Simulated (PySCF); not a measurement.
**Computed properties of C₂H₈N₂Si₂, SMILES CN[Si@H]1C=N[SiH2]1**

C2H8N2Si2, SMILES CN[Si@H]1C=N[SiH2]1. Geometry optimised at PBE0-D3(BJ)/def2-SVP. The structure was generated by enumeration; whether it is a known compound was not checked. The values are those of a single conformer. All values are computed for the isolated molecule unless a solvent is named; none is compared with measurement here.

**Structure.** All 36 harmonic modes at PBE0-D3(BJ)/def2-SVP (PySCF) are real, so it is a minimum. With heavy atoms numbered as in [CH3:1][NH:2][Si@H:3]1[CH:4]=[N:5][SiH2:6]1, the shortest bond between them is C4–N5 at 1.287 Å and the longest Si3–Si6 at 2.351 Å.

**Vibrations.** The strongest infrared lines (harmonic, unscaled, degenerate partners summed) lie at 1181 cm⁻¹ (159 km/mol, N 42 %, C 34 %, H 22 %), 2223 cm⁻¹ (139 km/mol, H 96 %), 952 cm⁻¹ (129 km/mol, H 93 %). The softest mode is at 56 cm⁻¹ and the zero-point energy is 63.7 kcal/mol.

**Electronic structure.** ωB97X/def2-TZVP (PySCF) places the frontier levels at -8.77 and 1.20 eV, a gap of 9.97 eV, and gives a dipole moment of 3.25 D and a mean polarisability of 89.3 bohr³. PBE/def2-TZVP (PySCF) at the same geometry gives -5.16 and -2.14 eV, so its gap is 6.95 eV narrower. An orbital gap is neither the optical nor the fundamental gap.

**Excitations.** TDDFT-M06-2X/def2-SVPD (PySCF) has S1 at 3.33 eV (373 nm, f = 0.000, dark); the most intense of the 10 singlets computed lies at 5.97 eV (f = 0.05). T1 (TDA) is at 2.83 eV. TDDFT-PBE/def2-SVPD (PySCF) puts S1 at 3.27 eV. No vertical singlet excitation falls in the visible range (under 3.1 eV).

**NMR.** GIAO shifts at KT2/pcSseg-1 (PySCF) (non-relativistic, atoms alike by connectivity averaged): ¹³C from 39.9 to 213.1 ppm against TMS; ¹H from 0.9 to 10.1 ppm against TMS; ²⁹Si from -8.7 to 8.6 ppm against TMS.
